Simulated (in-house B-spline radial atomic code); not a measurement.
F⁻. Computed with a B-spline radial atomic code. Model: all-electron spherical atom, spin shells full or empty, radial basis limit, no spin-orbit coupling: exact exchange with a local potential (Slater, KLI or optimised effective potential, whose far tail is KLI's), no correlation.

Anion configuration assumed.

The run also made RPA and GW results, which its time includes.

The Slater potential averages the orbital exchange potentials with the orbital densities as weights, KLI adds orbital constants, and the optimised effective potential minimises the exact-exchange energy among local potentials. So their energies lie above Hartree-Fock in the order OEP, KLI, Slater. All fall off as −1/r, unlike LDA and GGA exchange.

Command:
```bash
python run_gw.py task.json out
```
Settings (nuclear radius in fm, other lengths in bohr, energies in hartree):
```
Z                      9
electrons              10
configuration          [He] 2s2 2p6
hamiltonian            x2c
method                 oep
lmax                   9
rms_radius             2.8976
spin_polarised         False
box_radius             60
intervals              113
```

Time taken, with all properties: 3.1 s on 1 thread of Intel(R) Xeon(R) 6975P-C (Granite Rapids), on a shared host.

Given: hamiltonian one-electron scalar X2C; mean-field start exchange-only OEP.

Computed: energy above Hartree-Fock 1.7172 millihartree.

```csv
radius (bohr),r times exchange potential (hartree bohr)
0.00556,-0.039517
0.00675,-0.047931
0.0082,-0.058154
0.00997,-0.070576
0.0121,-0.085426
0.0147,-0.10338
0.0179,-0.1252
0.0217,-0.15061
0.0264,-0.18123
0.0321,-0.21701
0.039,-0.25815
0.0473,-0.30426
0.0575,-0.35567
0.0699,-0.41028
0.0849,-0.46511
0.103,-0.51595
0.125,-0.55747
0.152,-0.58216
0.185,-0.57858
0.225,-0.53338
0.273,-0.45419
0.332,-0.43329
0.403,-0.56638
0.49,-0.74284
0.596,-0.88855
0.724,-1.0173
0.879,-1.1298
1.07,-1.2137
1.3,?
1.58,-1.2611
1.92,-1.2349
2.33,?
2.83,-1.1425
3.44,-1.0979
4.18,-1.0631
5.08,-1.0392
6.17,-1.0244
```

(1) What belongs in the row 1.3?

(2) What belongs in the row 2.33?

```json
{"occupied": "1s", "level (hartree)": "-24.049", "Hartree-Fock level (hartree)": "-25.855"}
{"occupied": "2s", "level (hartree)": "-0.87329", "Hartree-Fock level (hartree)": "-1.0778"}
{"occupied": "2p", "level (hartree)": "-0.18061", "Hartree-Fock level (hartree)": "-0.18063"}
```

Results:

(1) r times exchange potential (hartree bohr): -1.257.

(2) r times exchange potential (hartree bohr): -1.1913.

The highest level, 2p, differs from Hartree-Fock by +0.0005 eV and the deepest, 1s, by +49.1 eV: a local potential can match the highest level but can't give each shell its own exchange.
